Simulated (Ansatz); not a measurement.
Basis-set series for `B/C=C/[SiH3]`. The species carries charge 0 and has multiplicity 1. The structure was optimised at the PBE0-D4/def2-TZVP level.

```csv
functional,basis,functions,energy (Eh),HOMO (eV),LUMO (eV)
PBE0-D4,def2-SVP,95,-394.28368,-8.45,-2.34
PBE0-D4,def2-QZVPP,451,-394.51500,-8.47,-2.41
ωB97M-V,def2-SVP,95,-394.44532,-10.59,-0.25
ωB97M-V,def2-QZVPP,451,-394.68462,-10.64,-0.42
```

Task: Give the rows for def2-TZVPP. (An estimate is asked.)

Result: The calculation gave: 
| functional | basis | functions | energy (Eh) | HOMO (eV) | LUMO (eV) |
| --- | --- | --- | --- | --- | --- |
| PBE0-D4 | def2-TZVPP | 233 | -394.49900 | -8.47 | -2.40 |
| ωB97M-V | def2-TZVPP | 233 | -394.66979 | -10.64 | -0.39 |

Results of the Gaussian-basis code of Ansatz.
